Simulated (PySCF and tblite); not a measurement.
Values are calculated unless marked as measured or tabulated.
System: C6H11NO, numbered as in [CH3:1][NH:2]/[C:3]([CH3:4])=[CH:5]/[C:6]([CH3:7])=[O:8].

Motion: rotation about the C3–C5 bond (torsion N2–C3–C5–C6 from 179° to 351°, rising). GFN2-xTB gives an electronic barrier of 36.4 kcal/mol and a reaction energy of 2.8 kcal/mol.

(1) What does PBE0/pcSseg-1 + D3(BJ) give on GFN2-xTB geometries?

Programs: tblite and PySCF.

## Answers

(1) A barrier of 35.6 kcal/mol, 0.8 below the tight-binding barrier (from unrounded values), a reaction energy of 4.4 kcal/mol and, with GFN2-xTB thermal terms, ΔG‡(298 K) = 34.0 kcal/mol and k = 1.4×10⁻¹² s⁻¹ (2 equivalent paths).
